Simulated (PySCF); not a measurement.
Radial density of Ge(27+) (germanium, charge +27)

UHF, [He] 2s2 2p1, 2P determinant. Calculation: PySCF 2.14, in an uncontracted even-tempered set (17 s from 7 bohr⁻², ratio 2.2; 11 p from 9.1 bohr⁻², ratio 2.2; 6 d from 38 bohr⁻², ratio 2.4; 5 f from 56 bohr⁻², ratio 2.4; 4 g from 85 bohr⁻², ratio 2.4); the non-relativistic Hamiltonian (point nucleus).

```tsv
r (bohr)	4πr²ρ (e/bohr)	4πr²(ρα − ρβ)
0.000883	0.2092	0.0000
0.00148	0.5697	0.0000
0.00250	1.510	0.0000
0.00420	3.832	0.0003
0.00706	9.021	0.0022
0.0119	18.73	0.0147
0.0200	31.45	0.0913
0.0336	36.91	0.4774
0.0565	24.64	1.8879
0.0951	13.36	4.7060
0.160	16.92	5.4191
0.269	7.172	1.6962
0.453	0.3019	0.0595
0.761	0.0003787	0.0001
```

Spin-orbit coupling, absent here, splits the open shell strongly.
